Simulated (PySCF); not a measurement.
Correlation energy of Se²⁺ (selenium, charge +2)

[Ar] 3d10 4s2 4p2, high-spin 3P determinant. All numbers are calculated (PySCF 2.14, the spin-free X2C one-electron Hamiltonian (Gaussian nucleus), in Sapporo-DKH3-DZP-2012 (6s5p3d1f, 43 functions)). Frozen: [Ar] 3d10; 4 electrons correlated.

MP2 pair energies summed by pair of shells (mhartree):

| pair | energy | share (%) |
| --- | --- | --- |
| 4s-4p | -27.30 | 61.6 |
| 4s-4s | -12.40 | 28.0 |
| 4p-4p | -4.64 | 10.5 |

Total MP2 correlation energy: -44.34 mhartree.

Same-spin part -7.29 and opposite-spin part -37.05 mhartree; SCS-MP2 scales them by 1/3 and 6/5 to -46.89 mhartree.

```tsv
level	correlation energy (mhartree)
CCSD	-60.59
(T)	-0.64
CCSD(T)	-61.23
```

Diagnostics: T1 = 0.0059, D1 = 0.0166, largest double amplitude 0.094.

Cost of the coupled-cluster step: 0.46 s of wall time on 1 thread of Intel(R) Xeon(R) Platinum 8488C (shared host), for 4 correlated electrons.

Iterations:

```
CC2 = 0
CCSD nocc = (np.int64(3), np.int64(1)), nmo = (29, 29)
frozen orbitals [[0, 1, 2, 3, 4, 5, 6, 7, 8, 9, 10, 11, 12, 13], [0, 1, 2, 3, 4, 5, 6, 7, 8, 9, 10, 11, 12, 13]]
max_cycle = 100
direct = 0
conv_tol = 1e-08
conv_tol_normt = 1e-06
diis_space = 8
diis_start_cycle = 0
Init t2, MP2 energy = -0.0443445618022988
Init E_corr(UCCSD) = -0.0443445618037717
cycle = 1  E_corr(UCCSD) = -0.0556379073940371  dE = -0.0112933456  norm(t1,t2) = 0.0427815
cycle = 2  E_corr(UCCSD) = -0.058875576508435  dE = -0.00323766911  norm(t1,t2) = 0.0152201
cycle = 3  E_corr(UCCSD) = -0.0605948601807353  dE = -0.00171928367  norm(t1,t2) = 0.00632928
cycle = 4  E_corr(UCCSD) = -0.0605823278542731  dE = 1.25323265e-05  norm(t1,t2) = 0.000951401
cycle = 5  E_corr(UCCSD) = -0.0605902549289593  dE = -7.92707469e-06  norm(t1,t2) = 0.000118645
cycle = 6  E_corr(UCCSD) = -0.0605877923794981  dE = 2.46254946e-06  norm(t1,t2) = 1.463e-05
cycle = 7  E_corr(UCCSD) = -0.0605886058032213  dE = -8.13423723e-07  norm(t1,t2) = 2.38302e-06
cycle = 8  E_corr(UCCSD) = -0.0605883992650114  dE = 2.0653821e-07  norm(t1,t2) = 6.01052e-07
cycle = 9  E_corr(UCCSD) = -0.0605884113112905  dE = -1.20462792e-08  norm(t1,t2) = 9.69522e-08
cycle = 10  E_corr(UCCSD) = -0.0605884260179782  dE = -1.47066876e-08  norm(t1,t2) = 5.42116e-08
cycle = 11  E_corr(UCCSD) = -0.0605884253208201  dE = 6.9715806e-10  norm(t1,t2) = 9.8426e-09
UCCSD converged
E(UCCSD) = -2426.991215217798  E_corr = -0.06058842532082011
UCCSD(T) correction = -0.000642416056902358
```
